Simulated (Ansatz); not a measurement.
CH6AlClSSi, SMILES `[SiH3][CH](Cl)[AlH][SH]`, relaxed with RKS PBE0-D4/def2-TZVP in the Gaussian-basis code of Ansatz from a PBE-D4/def2-SVP geometry. The force threshold is 0.005 eV/Å; the program also tests the step.

The species carries charge 0 and has multiplicity 1.

Start:

```xyz
11

Si    1.614   -0.136    0.272
C     0.180    0.605   -0.710
Cl   -0.319   -0.577   -2.094
Al   -1.717    0.465   -0.165
S    -2.313   -0.925    1.435
H     1.976    0.848    1.353
H     1.178   -1.429    0.906
H     2.815   -0.403   -0.592
H     0.458    1.552   -1.216
H    -2.829    1.385   -0.828
H    -1.044   -1.385    1.638
```

```
step  energy (eV)  largest force (eV/Å)  largest move (Å)
   1  -38954.6470                 0.524             0.000
   2  -38954.6844                 0.244             0.036
   3  -38954.6912                 0.103             0.020
   4  -38954.6920                 0.028             0.015
   5  -38954.6921                 0.026             0.018
   6  -38954.6924                 0.028             0.030
   7  -38954.6925                 0.010             0.004
   8  -38954.6925                 0.006             0.002
   9  -38954.6925                 0.002             0.002
```

End:

```xyz
11

Si    1.611   -0.123    0.273
C     0.184    0.599   -0.689
Cl   -0.343   -0.577   -2.022
Al   -1.699    0.458   -0.166
S    -2.308   -0.937    1.401
H     1.989    0.872    1.312
H     1.184   -1.387    0.928
H     2.781   -0.409   -0.597
H     0.447    1.523   -1.206
H    -2.780    1.397   -0.819
H    -1.066   -1.417    1.585
```

Hardware: 4 threads of an Intel Xeon Platinum 8375C on a shared host. Wall time 62 s, peak host memory 0.75 GiB.
